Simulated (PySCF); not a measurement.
C6H15Al. Atoms are numbered in the order given.

```xyz
22

Al     0.2646    -0.0362     0.2071
C      1.5653     0.8919    -0.9513
C      1.1775     1.2451    -2.3865
H      2.4886     0.2805    -0.9427
H      1.8606     1.8093    -0.4032
H      0.2961     1.9046    -2.4235
H      0.9212     0.3492    -2.9752
H      1.9881     1.7613    -2.9283
C     -1.6344    -0.3365    -0.2354
C     -2.2265     0.2700    -1.5061
H     -2.2136    -0.0117     0.6514
H     -1.7726    -1.4366    -0.2384
H     -1.7045    -0.0802    -2.4107
H     -2.1514     1.3695    -1.5092
H     -3.2939     0.0228    -1.6352
C      0.9242    -0.7219     1.9367
C     -0.1140    -1.3030     2.8965
H      1.4943     0.0886     2.4305
H      1.6976    -1.4820     1.7084
H     -0.6700    -2.1393     2.4418
H     -0.8668    -0.5528     3.1895
H      0.3340    -1.6859     3.8290
```
Charge 0, spin multiplicity 1.

The structure is a stationary point at PBE0-D3(BJ)/def2-SVP. The isomer is the one that the SMILES or the coordinates give; other isomers of the formula were not compared. The values are those of a single conformer.

The numbers are results of PBE0-D3(BJ)/def2-SVP (PySCF 2.14.0), not measurements.

Frequencies are harmonic and unscaled.

```csv
mode,ν (cm⁻¹),IR (km/mol),moving atoms (share of kinetic energy)
1,28,0.0,"H 50 %, C 47 %"
2,29,0.0,"H 54 %, C 45 %"
3,44,0.0,"H 53 %, C 45 %"
4,87,0.7,"C 57 %, H 28 %, Al 15 %"
5,112,0.7,"C 67 %, H 27 %"
6,123,1.8,"H 56 %, Al 34 %, C 10 %"
7,189,0.1,"C 62 %, H 32 %"
8,202,0.1,"H 87 %, C 13 %"
9,211,0.2,"H 84 %, C 15 %"
10,259,6.0,"C 73 %, H 25 %"
11,269,2.9,"H 73 %, Al 19 %, C 9 %"
12,347,16.7,"C 58 %, H 23 %, Al 19 %"
13,481,1.4,"C 57 %, H 43 %"
14,504,3.2,"H 68 %, C 32 %"
15,518,0.6,"H 77 %, C 23 %"
16,619,70.7,"Al 49 %, C 33 %, H 18 %"
17,634,78.2,"H 63 %, C 25 %, Al 12 %"
18,662,115.3,"Al 51 %, C 34 %, H 15 %"
19,904,0.2,H 94 %
20,905,0.1,H 94 %
21,936,5.3,"H 89 %, C 10 %"
22,944,18.3,"H 89 %, C 11 %"
23,959,18.6,"H 85 %, C 14 %"
24,963,0.9,"H 85 %, C 14 %"
25,1049,27.7,"C 74 %, H 25 %"
26,1060,12.1,"C 72 %, H 27 %"
27,1061,24.6,"C 72 %, H 27 %"
28,1213,3.1,"H 59 %, C 40 %"
29,1218,2.7,"H 59 %, C 41 %"
30,1222,14.7,"H 59 %, C 40 %"
31,1235,0.2,"H 76 %, C 24 %"
32,1238,0.6,"H 76 %, C 24 %"
33,1245,4.7,"H 78 %, C 22 %"
34,1390,7.0,"H 83 %, C 16 %"
35,1392,7.8,"H 84 %, C 16 %"
36,1395,0.7,"H 84 %, C 16 %"
37,1417,3.9,"H 88 %, C 12 %"
38,1417,1.2,"H 88 %, C 12 %"
39,1422,3.6,"H 88 %, C 12 %"
40,1461,12.8,H 96 %
41,1469,4.6,H 96 %
42,1475,0.5,H 97 %
43,1480,0.2,H 97 %
44,1481,5.5,H 97 %
45,1485,16.8,H 97 %
46,3014,14.9,H 94 %
47,3015,26.3,H 94 %
48,3020,25.5,H 94 %
49,3036,57.6,H 97 %
50,3038,11.5,H 97 %
51,3040,66.8,H 97 %
52,3056,8.4,"H 91 %, C 9 %"
53,3059,6.7,"H 91 %, C 9 %"
54,3064,13.8,"H 91 %, C 9 %"
55,3116,28.7,"H 91 %, C 9 %"
56,3116,66.4,"H 91 %, C 9 %"
57,3118,0.1,"H 91 %, C 9 %"
58,3127,25.7,"H 91 %, C 9 %"
59,3135,2.9,"H 91 %, C 9 %"
60,3136,44.2,"H 91 %, C 9 %"
```
